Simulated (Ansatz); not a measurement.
Species: MoH$_{6}$, net charge 0, singlet state. SMILES: [MoH6]
Coordinates optimised at B3LYP-D3(BJ)/def2-TZVP (Ansatz, an electronic-structure program):
```xyz
7

Mo     0.0065    -0.0062    -0.0618
H     -0.4539    -0.7860     1.3033
H     -0.7547     0.8525     1.1073
H     -0.5134    -1.5975    -0.2825
H     -1.0282     1.2068    -0.6180
H      0.8169     0.3087     1.3267
H      1.6615     0.2760    -0.2426
```

Wanted: vertical triplet-singlet gap (E(triplet) - E(singlet); each state is the SCF solution reached for its spin; the molecule has degenerate orbitals, so one determinant may break the symmetry; for the triplet T1 is 0.062; for the singlet T1 is 0.039), in eV. Correlated levels leave the core frozen unless marked. UHF or UKS for open shells. Spin-orbit coupling is left out. Frozen are the shells of the preceding noble gas and the d and f shells that filled before the atom's block. In def2 rows, elements after Kr have scalar-relativistic effective core potentials. 

```json
[
 {"level": "HF/def2-QZVPPD", "program": "Ansatz", "vertical triplet-singlet gap (eV)": "2.94"},
 {"level": "wB97X-V/def2-TZVPD", "program": "Ansatz", "vertical triplet-singlet gap (eV)": "3.56"},
 {"level": "B2PLYP/def2-TZVPD", "program": "Ansatz", "vertical triplet-singlet gap (eV)": "3.64"},
 {"level": "MP2/def2-SVPD", "program": "Ansatz", "vertical triplet-singlet gap (eV)": "3.93"},
 {"level": "RI-MP2/def2-TZVPPD", "program": "Ansatz", "vertical triplet-singlet gap (eV)": "3.98"},
 {"level": "CCSD/def2-SVPD", "program": "Ansatz", "vertical triplet-singlet gap (eV)": "3.55"}
]
```
